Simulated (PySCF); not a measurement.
Spin-rotation constants: `InChI=1S/C5H9NO/c1-5(6-2)3-4-7/h4H,3H2,1-2H3/b6-5+`

Geometry:
```json
{"atom": "C1", "x (Å)": "2.170", "y (Å)": "0.674", "z (Å)": "0.568"}
{"atom": "N2", "x (Å)": "0.753", "y (Å)": "0.878", "z (Å)": "0.660"}
{"atom": "C3", "x (Å)": "-0.068", "y (Å)": "-0.009", "z (Å)": "0.309"}
{"atom": "C4", "x (Å)": "0.253", "y (Å)": "-1.360", "z (Å)": "-0.264"}
{"atom": "C5", "x (Å)": "-1.538", "y (Å)": "0.312", "z (Å)": "0.457"}
{"atom": "C6", "x (Å)": "-2.067", "y (Å)": "0.615", "z (Å)": "-0.918"}
{"atom": "O7", "x (Å)": "-2.703", "y (Å)": "-0.144", "z (Å)": "-1.593"}
{"atom": "H8", "x (Å)": "2.496", "y (Å)": "-0.137", "z (Å)": "1.225"}
{"atom": "H9", "x (Å)": "2.659", "y (Å)": "1.597", "z (Å)": "0.876"}
{"atom": "H10", "x (Å)": "2.485", "y (Å)": "0.425", "z (Å)": "-0.451"}
{"atom": "H11", "x (Å)": "1.020", "y (Å)": "-1.269", "z (Å)": "-1.032"}
{"atom": "H12", "x (Å)": "-0.630", "y (Å)": "-1.824", "z (Å)": "-0.693"}
{"atom": "H13", "x (Å)": "0.648", "y (Å)": "-2.006", "z (Å)": "0.521"}
{"atom": "H14", "x (Å)": "-2.064", "y (Å)": "-0.547", "z (Å)": "0.876"}
{"atom": "H15", "x (Å)": "-1.644", "y (Å)": "1.188", "z (Å)": "1.094"}
{"atom": "H16", "x (Å)": "-1.777", "y (Å)": "1.616", "z (Å)": "-1.287"}
```

Computed, not measured: GIAO CAM-B3LYP/pcSseg-1 magnetisability, rotational g tensor and spin-rotation constants, non-relativistic, gas phase in PySCF. Geometry: GFN2-xTB.

**Question.** Give the nuclear spin-rotation constants along the inertial axes (H = +C I·J) beside the isotropic shieldings.

**Answer.** Rotational constants 5.7683, 1.4786, 1.3342 GHz. A star marks the isotopologue with that one atom substituted, in its own axes.
| atom | isotope | Caa (kHz) | Cbb (kHz) | Ccc (kHz) | mean (kHz) | σ (ppm) |
| --- | --- | --- | --- | --- | --- | --- |
| N2 | 14N | 1.921 | 0.291 | 0.082 | 0.765 | -121.3 |
| H8 | 1H | -0.399 | -0.090 | -0.057 | -0.182 | 28.8 |
| H9 | 1H | -0.189 | -0.024 | -0.125 | -0.113 | 27.4 |
| H10 | 1H | -0.577 | -0.098 | -0.007 | -0.227 | 28.7 |
| H11 | 1H | -0.553 | -0.138 | -0.015 | -0.235 | 30.2 |
| H12 | 1H | 0.001 | -0.107 | -0.158 | -0.088 | 29.7 |
| H13 | 1H | -0.419 | -0.117 | -0.068 | -0.201 | 30.2 |
| H14 | 1H | -0.508 | -0.122 | -0.004 | -0.211 | 28.7 |
| H15 | 1H | -0.579 | 0.054 | -0.136 | -0.220 | 28.3 |
| H16 | 1H | -0.408 | 0.013 | 0.011 | -0.128 | 22.1 |
| C1 | 13C* | 0.913 | 0.277 | 0.242 | 0.477 | 145.0 |
| C3 | 13C* | 2.628 | 0.665 | 0.311 | 1.202 | 12.7 |
| C4 | 13C* | 0.897 | 0.199 | 0.177 | 0.424 | 168.7 |
| C5 | 13C* | 1.287 | 0.332 | 0.281 | 0.633 | 117.6 |
| C6 | 13C* | 2.308 | 0.609 | 0.641 | 1.186 | -23.3 |
| O7 | 17O* | -4.380 | -0.931 | -0.708 | -2.006 | -389.0 |

For the geometry as given, no vibrational averaging.

**Question.** How do the rotational constants and the g tensor change when H8, H9, H10, H11, H12, H13, H14, H15, H16 are replaced by deuterium?

**Answer.** Constants 4.4443, 1.3111, 1.1743 GHz; g -0.0577, -0.0196, -0.0112, against -0.0751, -0.0216, -0.0127 before.
